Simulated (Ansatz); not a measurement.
Job for Ansatz (a program for electronic structure): R-MP2/def2-QZVPP on H2PbS (SMILES [SH][PbH]), a point of a torsion scan. Elements past Kr take the def2 small-core potentials; no spin–orbit coupling. Files ending in .json are basis or fitting sets from the Basis Set Exchange. The run froze 14 orbitals, filled d shells among them.

Ansatz 0.2 input:
```yaml
crystal:
  periodic: [false, false, false]
  atoms:
    - {symbol: S, position_ang: [-1.34687153, 0.63877632, 0.33085072]}
    - {symbol: Pb, position_ang: [1.12195260, 0.76936190, -0.32967082]}
    - {symbol: H, position_ang: [-1.55431800, -0.60110798, -0.09088887]}
    - {symbol: H, position_ang: [1.73001929, 1.10536549, 1.37557634]}
basis:
  gaussian:
    orbitals: def2-QZVPP.json
magnetization: {spin_polarized: false}
correlation: {method: mp2, electrons: outside_noble_gas}
scf: {lower_state_search: off}
```

It printed:

```
WARN ansatz: RAYON_NUM_THREADS=1 ignored (pool sized by the plan → 1); use --threads N
Functional definition: HF
these checks for a lower state are left out or cut short: stability, starts, cluster_reference, orbital_swaps, neighbouring_geometries, increment
integrals: 0.39 GiB planned
1254 factors; integrals over basis functions are off by at most 8.3e-4 eV
mean field: 0.62 GiB planned
mean field evaluation 1: about -16068.6941 eV, gradient 1.7e1 eV
mean field evaluation 2: about -16068.7461 eV, gradient 1.7e1 eV
mean field evaluation 4: about -16069.9282 eV, gradient 2.1e0 eV
mean field evaluation 8: about -16069.9609 eV, gradient 3.2e-1 eV
mean field evaluation 16: about -16069.9617 eV, gradient 1.7e-6 eV
mean field -16069.96167686 eV, -590.5601990134 hartree, gradient 1.7e-6 eV, S^2 0.000000; 0 other end points of the search recorded, 0 dependent functions left out
14 core orbitals not correlated
reference -16069.96167686 eV, -590.5601990134 hartree; 6, 6 occupied and 192, 192 virtual orbitals, 1254 factors
second order -7.65906957 eV of doubles, -0.00000000 eV of singles
Total energy: -16077.62074643 eV, -590.8416646285 hartree
Checks for a lower state left out: stability, starts, cluster_reference, orbital_swaps, neighbouring_geometries, increment
```

Self-consistency was reached.

Cost: around 7 core-seconds (rough).
